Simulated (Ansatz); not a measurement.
Basis-set series for `[NH]=[Mo](=[NH])([NH2])[Cl]`. Total charge 0; spin multiplicity 1. Mo: def2 effective core potential. All single points use the PBE0-D4/def2-TZVP geometry. It is one conformer, not always the lowest.

| functional | basis | functions | energy (Eh) | HOMO (eV) | LUMO (eV) |
| --- | --- | --- | --- | --- | --- |
| PBE0-D4 | def2-SVP | 111 | -694.55138 | -7.55 | -1.40 |
| PBE0-D4 | def2-QZVPP | 442 | -694.95993 | -7.71 | -1.67 |
| ωB97M-V | def2-SVP | 111 | -694.70618 | -9.71 | 0.70 |
| ωB97M-V | def2-QZVPP | 442 | -695.11875 | -9.91 | 0.33 |

Task: Give the rows for def2-TZVPP. (Estimate.)

Result: Ansatz gave: 
```
functional       basis  functions  energy (Eh)  HOMO (eV)  LUMO (eV)
   PBE0-D4  def2-TZVPP        247   -694.93240      -7.68      -1.62
   ωB97M-V  def2-TZVPP        247   -695.09226      -9.87       0.43
```

Positive LUMOs are unbound and depend on the basis.
